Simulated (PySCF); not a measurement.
# Ionisation energy of C²⁺ by level of theory

C²⁺ [He] 2s2 (1S) → C³⁺ [He] 2s1 (2S), as a difference of total energies. All numbers are calculated (PySCF 2.14, scalar relativity by spin-free X2C-1e, in aug-cc-pCVQZ-DK (9s8p6d4f2g, 109 functions)). Correlated levels: valence: 1s2 frozen. The calculations carry no spin-orbit coupling.

| method | ionisation energy (eV) | error (eV) |
| --- | --- | --- |
| UHF | 45.798 | -2.090 |
| MP2 (valence) | 47.050 | -0.838 |
| SCS-MP2 (valence) | 47.300 | -0.588 |
| CCSD (valence) | 47.832 | -0.056 |

Reference: 47.888 eV (measured; NIST Atomic Spectra Database, ionization energies).

Errors of the correlated levels include the incompleteness of this basis and the frozen core.

With two correlated electrons CCSD is exact in that space.
